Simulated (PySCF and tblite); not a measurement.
The numbers below are computed, except where a source is named.
C5H8O4, numbered as in [CH3:1][O:2][C:3](=[O:4])[CH2:5][C:6](=[O:7])[O:8][CH3:9]. Conformer-averaged GIAO shifts at 298.15 K against TMS at the same level, unscaled (PySCF, tblite), from 2 protocols:

A: shieldings wB97X-D/pcSseg-1 (IEF-PCM, chloroform); weights PBE0-D3(BJ)/def2-SVP (IEF-PCM, chloroform) // GFN2-xTB; 2 conformers.
B: shieldings CAM-B3LYP/pcSseg-1 (IEF-PCM, chloroform); weights CAM-B3LYP-D3(BJ)/pcSseg-1 (IEF-PCM, chloroform) // GFN2-xTB; 2 conformers.

```json
{"signal": "H1/H9", "measured (ppm)": "3.75", "A": "3.97", "B": "4.01"}
{"signal": "H5", "measured (ppm)": "3.4", "A": "3.46", "B": "3.44"}
{"signal": "C1/C9", "measured (ppm)": "52.57", "A": "55.9", "B": "56.0"}
{"signal": "C3/C6", "measured (ppm)": "167.18", "A": "177.6", "B": "180.6"}
{"signal": "C5", "measured (ppm)": "41.11", "A": "49.0", "B": "49.6"}
```

Measured: Fulmer et al., Organometallics 2010, 29, 2176; solvent: CDCl3.

**Question.** Which protocol comes closest to experiment?

**Answer.** For ¹³C protocol A has the smallest mean absolute error.
```
nucleus                           ppm    A    B
    ¹³C           mean absolute error  7.2  8.4
    ¹³C  scatter about the mean error  2.9  4.1
```

For scale, the study of COC(=O)CC(=O)OC took 4.3 min on 1 thread of Intel Xeon Platinum 8259CL @ 2.50GHz, on a host shared with other jobs (rough), launched as `OMP_NUM_THREADS=1 python ens_run.py task.json out`.
